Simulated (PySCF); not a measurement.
## Exercise with solution: refractive index and permittivity of the vapour

Si(SH)(SiH3) (H4SSi2), SMILES [SiH3][Si]S (connectivity only; charge and spin as stated), neutral, multiplicity 1.

Coordinates come from a B3LYP-D3(BJ)/def2-TZVP optimisation. The values are those of a single conformer.

CAM-B3LYP/def2-TZVPD (PySCF) gives a mean static polarisability of 88.2 bohr³ and a dipole moment of 0.91 D. Take an ideal gas at 298.15 K and 0.01 bar, whether or not the substance is that volatile.

Problem. Work out n − 1 in the optical limit and the static ε − 1.

Solution. 
Polarisability volume α' = 88.2 × 0.148185 = 13.07 Å³. Number density N = p/kT = 2.43e-7 Å⁻³.
Dilute limit of Lorentz–Lorenz: n − 1 = 2π N α' = 2.0e-5.
Orientation term of Debye: μ²/(3kT) = 8.098 Å³ × μ²(D²) = 6.71 Å³.
ε − 1 = 4π N (α' + μ²/3kT) = 6.0e-5. Orientation of the dipole supplies 34 % of the static response; it can't follow optical fields. Vibrational polarisation and dispersion are left out.
